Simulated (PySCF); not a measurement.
CH6FNOSi2, SMILES F[Si@@H]1CN[SiH2]O1. Atoms are numbered in the order given.

```xyz
12

F      0.7275    -2.0328    -0.8558
Si     0.3623    -1.0559     0.3902
C     -1.4425    -0.5046     0.2848
N     -1.3830     0.8984    -0.1277
Si     0.1530     1.7014    -0.1380
O      1.1452     0.3948     0.2268
H      0.7772    -1.7754     1.6137
H     -1.9536    -0.6462     1.2575
H     -1.9742    -1.1328    -0.4535
H     -2.2715     1.3439    -0.3222
H      0.5098     2.2942    -1.4568
H      0.3241     2.7542     0.9038
```

The structure is a stationary point at ωB97X-D3(BJ)/def2-SVP. The structure was generated by enumeration; whether it is a known compound was not checked. Other conformers were not sampled.

All values below come from PBE/pcSseg-1 in PySCF.

GIAO shieldings, no solvent; atoms listed in one row are averaged. δ = σ(ref) − σ: ¹⁹F against CFCl3 (σ = 133.6 ppm); ²⁹Si against TMS (σ = 335.4 ppm); ¹³C against TMS (σ = 182.0 ppm); ¹⁵N against NH3 (σ = 267.0 ppm); ¹⁷O against H2O (σ = 334.3 ppm); ¹H against TMS (σ = 31.49 ppm), references at their B3LYP-D3(BJ)/def2-TZVP geometries, non-relativistic.

```csv
nucleus,atoms,count,δ (ppm)
¹⁹F,F1,1,-169.4
²⁹Si,Si2,1,2.8
²⁹Si,Si5,1,-12.4
¹³C,C3,1,34.5
¹⁵N,N4,1,18.8
¹⁷O,O6,1,88.0
¹H,"H11, H12",2,5.93
¹H,H7,1,5.70
¹H,H9,1,3.00
¹H,H8,1,2.81
¹H,H10,1,0.06
```
